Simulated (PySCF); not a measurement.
**BiCl3(NH3) at several levels of theory**

Computed with PySCF 2.14.0 (density fitting, no spin-orbit coupling) at the geometry relaxed with PBE0:

```xyz
8
BiCl3(NH3) (singlet)
Bi    0.0262   -0.1436   -0.9889
Cl    1.1276    1.8720   -0.0399
Cl   -1.6314   -0.5737    0.8132
Cl    1.7271   -1.7996   -0.1982
N    -1.8364    1.7966   -1.4279
H    -2.4904    1.6098   -0.6659
H    -1.3543    2.6683   -1.2050
H    -2.3775    1.9377   -2.2803
```

```tsv
level	basis	state	HOMO (eV)	gap (eV)	charge on Bi1 (e)	dipole about the centre of mass (D)	largest force component (eV/Å)
PBE0	Bi def2-SVP with ECP60, Cl def2-SVP, N def2-SVP, H def2-SVP	singlet	-7.85	5.97	0.96	7.21	0.02
revPBE	the same	singlet	-6.51	4.06	0.87	6.95	0.52
PBE0	Bi def2-TZVP with ECP60, Cl def2-TZVP, N def2-TZVP, H def2-TZVP	singlet	-8.13	6.01	1.06	7.07	0.51
```

Charges are Mulliken's, which hang on the basis. The relaxation used the grid (50, 194), these runs (75, 302) or, all-electron (x2c bases, spin-free X2C Hamiltonian), (99, 590).

Problem. What does BP86 with Bi def2-SVP with ECP60, Cl def2-SVP, N def2-SVP, H def2-SVP give here?

Solution. state singlet, HOMO (eV) -6.64, gap (eV) 4.01, charge on Bi1 (e) 0.83, dipole about the centre of mass (D) 6.91, largest force component (eV/Å) 0.39. Time: 6.2 s on 2 threads of Arm Neoverse V2, on a shared host, from an already converged density.

In the first row's basis the gap widens with exact exchange: 4.0 to 4.1 eV for BP86, revPBE (none); 6.0 eV for PBE0 (a fixed share).

No frequency check is given that shows the relaxed geometry to be a minimum, and it was reached by following one of several unstable modes of a saddle point.
